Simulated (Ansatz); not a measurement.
Total energies of C6H4F6O2Sn (`[CH3][Sn-]1[O]C(C(F)(F)F)=CC(C(F)(F)F)=[O+]1`).

Z-matrix (Å, degrees):
```
C
Sn 1 2.181
H 1 1.093 2 109.9
H 1 1.093 2 109.9 3 118.9
H 1 1.092 2 111.5 3 -120.6
O 2 2.211 1 89.5 3 79.7
O 2 2.211 1 89.5 3 161.4
C 6 1.251 2 127.7 1 74.5
C 7 1.251 2 127.7 1 -74.5
C 8 1.392 6 128.8 2 10.0
C 8 1.540 6 112.8 2 -170.7
C 9 1.540 7 112.8 2 170.8
H 10 1.077 8 118.5 6 179.9
F 11 1.332 8 112.7 6 179.9
F 11 1.331 8 109.9 6 -59.5
F 11 1.331 8 109.7 6 59.5
F 12 1.332 9 109.7 7 -59.8
F 12 1.332 9 112.7 7 179.9
F 12 1.331 9 109.9 7 59.3
```

Total charge 0; spin multiplicity 1. Correlated methods include outer-core shells of Sn, which these sets cover unevenly. Sn takes the def2 core potential. All single points use the PBE0-D4/def2-TZVP geometry. Basis def2-TZVPP, Ansatz.

RPA on PBE orbitals: Hartree–Fock energy of these orbitals -1189.50929 Eh, correlation -4.79145 Eh (frozen core).

```json
{"functional": "LDA (SPW92)", "energy without D4 (Eh)": "-1188.08799", "D4 term (kJ/mol)": "–"}
{"functional": "PBE", "energy without D4 (Eh)": "-1194.33399", "D4 term (kJ/mol)": "-62.3"}
{"functional": "revPBE", "energy without D4 (Eh)": "-1195.05120", "D4 term (kJ/mol)": "-183.5"}
{"functional": "BLYP", "energy without D4 (Eh)": "-1195.13037", "D4 term (kJ/mol)": "-133.5"}
{"functional": "r2SCAN", "energy without D4 (Eh)": "-1194.97857", "D4 term (kJ/mol)": "-17.3"}
{"functional": "B97M-V", "energy without D4 (Eh)": "-1195.08654", "D4 term (kJ/mol)": "–"}
{"functional": "PBE0", "energy without D4 (Eh)": "-1194.33966", "D4 term (kJ/mol)": "-53.6"}
{"functional": "B3LYP", "energy without D4 (Eh)": "-1195.39503", "D4 term (kJ/mol)": "-99.0"}
{"functional": "r2SCANh", "energy without D4 (Eh)": "-1194.90863", "D4 term (kJ/mol)": "-18.4"}
{"functional": "r2SCAN0", "energy without D4 (Eh)": "-1194.80807", "D4 term (kJ/mol)": "-20.1"}
{"functional": "HSE06 (plane-wave form)", "energy without D4 (Eh)": "-1194.29631", "D4 term (kJ/mol)": "-50.2"}
{"functional": "BHLYP", "energy without D4 (Eh)": "-1194.82115", "D4 term (kJ/mol)": "-75.6"}
{"functional": "CAM-B3LYP", "energy without D4 (Eh)": "-1195.01730", "D4 term (kJ/mol)": "-54.9"}
{"functional": "LC-ωPBE", "energy without D4 (Eh)": "-1194.77767", "D4 term (kJ/mol)": "–"}
{"functional": "ωB97X-V", "energy without D4 (Eh)": "-1194.99995", "D4 term (kJ/mol)": "–"}
{"functional": "ωB97M-V", "energy without D4 (Eh)": "-1195.03788", "D4 term (kJ/mol)": "–"}
{"functional": "B2PLYP", "energy without D4 (Eh)": "-1194.51723", "D4 term (kJ/mol)": "–"}
{"functional": "PBE-QIDH", "energy without D4 (Eh)": "-1194.00891", "D4 term (kJ/mol)": "–"}
```

B3LYP takes the VWN-RPA correlation (the form of Gaussian; ORCA's B3LYP/G). HSE06 is the plane-wave form, built on full-range PBE exchange. The double hybrids freeze the cores in their second-order part.

LC-ωPBE has ω = 0.4 bohr⁻¹.
